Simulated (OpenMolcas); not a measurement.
**What dynamic correlation does to the levels of S VI**

```json
{
  "Program": "OpenMolcas 26.06",
  "Basis": "ANO-RCC-VDZP [4s3p1d]",
  "Scalar Hamiltonian": "DKH3, point nucleus",
  "Active space": "1 electron in 8 orbitals (3s 3p 4s 4p)",
  "State averaging": "2S+1 = 2 even, 1 root; 2S+1 = 2 odd, 3 roots",
  "Spin-orbit coupling": "RASSI with atomic mean-field integrals over the reference wave functions, term energies averaged over their components"
}
```

Methods on the same reference wave functions:
A. CASSCF
B. SS-CASPT2, IPEA 0.25 Eh, imaginary shift 0.1 Eh (closed shells correlated: 2s 2p)

Energies in cm-1 above 3s 2S 1/2, the measured ground level; measured values from NIST levels in Podobedova, Kelleher and Wiese, J. Phys. Chem. Ref. Data 38, 171 (2009).

```tsv
Level	A	B	Measured
3s 2S 1/2	0.0	0.0	0.0
3p 2P* 1/2	112661	112761	105874
3p 2P* 3/2	113457	113557	107138
```

Deviations, from unrounded energies. A percentage is the sum of absolute deviations over the sum of measured energies, with the sign that they share, or ± where signs differ.

```
           Against measurement  Levels     A     B
mean absolute deviation (cm-1)       2  6600  6700
      other configurations (%)       2  +6.2  +6.2
```

A, B lie about equally close to measurement. The largest miss of A in the table is 3p 2P* 1/2, by +6800 cm-1. The ranking rests on the paired levels alone, and a cruder setting can come out closer through cancelling errors.

The lowest spin-free term lies below A's lowest term by 0.005 hartree in B.

With one active electron outside closed inactive shells, the extra shells (4p 4s) add no correlation to the reference. The basis is small and was not contracted for so high a charge. With one active electron the reference holds no correlation, so core polarisation is missing (holds for A). With one active electron, CASPT2 adds the correlation within the correlated inactive shells and between them and that electron, and leaves the splitting within a term as the reference gives it (holds for B). Computed and measured levels are paired by configuration, term and J; levels that our copy of the source lacks, or whose pairing is in doubt (as where it misses far off the trend of its configuration), stay unpaired and out of the deviations. Only configurations of the active space appear.

* marks odd parity.
